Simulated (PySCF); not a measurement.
PySCF input file for C5H6O2, SMILES C=C=CCC(=O)O, IEF-PCM-ωB97X/def2-SVP. Geometry: TPSSh-D3(BJ)/def2-SVP. The values are those of a single conformer.

```python
import numpy as np
from pyscf import gto, scf, dft
from pyscf.solvent import pcm

mol = gto.M(
    atom='''
    C    -3.30106392    0.60485987    0.38583700
    C    -2.08523108    0.12677637    0.50007941
    C    -0.86793838   -0.35198918    0.60962652
    C     0.08090797   -0.52773369   -0.54744324
    C     1.48597907   -0.06841238   -0.21114887
    O     1.91901389    0.12619334    0.90009735
    O     2.23676718    0.07206191   -1.32519316
    H    -3.50357441    1.67715105    0.48386340
    H    -4.15728697   -0.05112559    0.19340656
    H    -0.48588755   -0.64083188    1.59624126
    H     0.16639718   -1.59747675   -0.81941827
    H    -0.26833063   -0.01010321   -1.45228127
    H     3.12651198    0.33533848   -1.02274993
    ''',
    basis='def2-SVP',
    charge=0,
    spin=0,
    max_memory=1600,
    verbose=3,
)
mf = dft.RKS(mol, xc='wb97x').density_fit(auxbasis='def2-universal-jkfit')
mf.grids.level = 3
mf.conv_tol = 1e-9
mf.max_cycle = 100
mf.kernel()
res = {}
for name, eps in {'water': 78.355, 'methanol': 32.613, 'ethanol': 24.852}.items():
    s = mf.PCM()
    s.with_solvent.method, s.with_solvent.eps, s.with_solvent.lebedev_order = 'IEF-PCM', eps, 29
    s.kernel(mf.make_rdm1())
    res[name] = (s.e_tot, eps, s.dip_moment(), s.mo_energy, s.converged)
    print(f'{name}: electrostatic solvation free energy {(s.e_tot - mf.e_tot) * 627.509474:.3f} kcal/mol')
```

Program output:

```
converged SCF energy = -344.201550667158

WARN: PCM is an experimental feature. It is still in testing.
Features and APIs may be changed in the future.

converged SCF energy = -344.212933109273
Dipole moment(X, Y, Z, Debye): -0.15570, -0.40410, -2.07704
water: electrostatic solvation free energy -7.143 kcal/mol

WARN: PCM is an experimental feature. It is still in testing.
Features and APIs may be changed in the future.

converged SCF energy = -344.212609144426
Dipole moment(X, Y, Z, Debye): -0.15466, -0.40019, -2.06174
methanol: electrostatic solvation free energy -6.939 kcal/mol

WARN: PCM is an experimental feature. It is still in testing.
Features and APIs may be changed in the future.

converged SCF energy = -344.212438732831
Dipole moment(X, Y, Z, Debye): -0.15412, -0.39817, -2.05372
ethanol: electrostatic solvation free energy -6.832 kcal/mol
```

Self-consistency was reached.

Cost: roughly 110 core-seconds.
